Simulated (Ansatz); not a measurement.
System: C6H8, charge 0, multiplicity 1. SMILES: C1C2CCC=2C1
Structure (B3LYP-D3(BJ)/def2-TZVP (Ansatz, a quantum-chemistry and plane-wave program) minimum search):
```xyz
14

C      1.5931    -0.6391    -0.1154
C      1.4364     0.9221     0.2153
C     -0.0643     0.6399     0.1356
C      0.0643    -0.6399    -0.1356
C     -1.4364    -0.9221    -0.2153
C     -1.5931     0.6391     0.1154
H      2.0950    -0.8500    -1.0619
H      2.0723    -1.2202     0.6750
H      1.8503     1.5867    -0.5457
H      1.8276     1.2165     1.1911
H     -1.8276    -1.2165    -1.1911
H     -1.8503    -1.5867     0.5457
H     -2.0723     1.2202    -0.6750
H     -2.0950     0.8500     1.0619
```
Charge 0, spin multiplicity 1.

Property: atomisation energy (electronic, to ground-state atoms), in kJ/mol. Valence correlation only, unless marked. Open shells are spin-unrestricted. No spin-orbit coupling. No relativistic terms. The coupled-cluster limit lacks core correlation, which all-electron functionals hold. CBS marks a two-point X^-3 extrapolation of the correlation energy; Hartree-Fock from the larger set.

| level | program | atomisation energy (kJ/mol) |
|---|---|---|
| HF/aug-cc-pVTZ | Ansatz | 4321.7 |
| revPBE-D4/def2-TZVPD | Ansatz + dftd4 | 5943.9 |
| revPBE/def2-TZVPD | Ansatz | 5850.0 |
| PBE0-D3(BJ)/def2-TZVP | Ansatz + dftd3 | 5992.0 |

Question: What does CCSD(T)/CBS(cc-pVTZ,cc-pVQZ) (Ansatz) give?

Answer: 5889.5 kJ/mol
